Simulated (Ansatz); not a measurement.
Program: Ansatz 0.2.0.

Basis-set series for ClF$_{2}$NbS (`[F][Nb]([F])(=[S])[Cl]`). Total charge 0; spin multiplicity 1. Nb takes the def2 core potential. Geometry: relaxed with PBE0-D4/def2-TZVP.

```
functional       basis  functions  energy (Eh)  HOMO (eV)  LUMO (eV)
   PBE0-D4    def2-SVP         95  -1114.39914      -8.57      -2.97
   PBE0-D4  def2-QZVPP        335  -1114.99710      -8.52      -2.97
   ωB97M-V    def2-SVP         95  -1114.70157     -10.60      -0.80
   ωB97M-V  def2-QZVPP        335  -1115.29874     -10.59      -0.87
```

Question: Give the rows for def2-TZVPP. (Estimate.)

Answer: The calculation gave: 
```tsv
functional	basis	functions	energy (Eh)	HOMO (eV)	LUMO (eV)
PBE0-D4	def2-TZVPP	202	-1114.95777	-8.53	-2.97
ωB97M-V	def2-TZVPP	202	-1115.26139	-10.58	-0.85
```
